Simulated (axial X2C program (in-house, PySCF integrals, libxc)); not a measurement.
**Ionising InC**

Computed with an in-house relativistic program for diatomic molecules, spin-free (one-electron X2C) or two-component (2c: spin–orbit coupling with atomic mean-field Coulomb and Gaunt terms, which also bring small scalar terms), in Dyall basis sets with cores contracted in-house; open shells are unrestricted.

Basis sets: C dyall-v3z, In dyall-cv3z.

```
Hamiltonian  level         InC state  Re (Å)  ωe (cm⁻¹)  De (eV)
  spin-free   PBE0  M_S = 3/2, Λ = 0   2.200      475.5     2.97
         2c   PBE0           Ω = 3/2   2.200      475.2      n/a
```

Adiabatic ionisation energy (minimum to minimum, no zero-point term) and constants of InC⁺:

```csv
Hamiltonian,level,InC⁺ state,IE (eV),Re (Å),ωe (cm⁻¹),De (eV),fragments
spin-free,PBE0,"M_S = 1, Λ = 0",8.31,2.272,308.7,0.28,In+ + C
2c,PBE0,Ω = 1,8.32,2.272,309.3,0.28,In+ + C
```

(1) Add the zero-point terms to the ionisation energy at PBE0, 2c, and say whether the electron removed was bonding.

Each entry is the lowest single determinant of a limited PBE0 search at one distance. De goes to single-determinant-based atoms at the same level (for ions the charge split of lowest energy) and is withheld (n/a) where an atom does not fit its ground term or J level. Main or longest-lived isotopes. One determinant is a doubtful description, or other states lie close, for InC⁺, InC; these need not be ground states, and all values refer to the states named. Some open-shell Ω = 0 determinants are out of reach, so the Ω given for InC⁺ need not be the lowest component. With several unpaired electrons the Ω given is that of one determinant, not necessarily of the lowest component. Some light 2c atoms are not at their ground J level, so De misses part of their lowering (0.04 eV or less). The functionals have no current term, which raises determinants with orbital currents.

## Answers

(1) IE0 = IE + (ωe⁺ − ωe)/2 = 8.32 + (-0.010) = 8.31 eV. Re changes by 0.072 Å, so the bond lengthens, as on loss of a bonding electron.
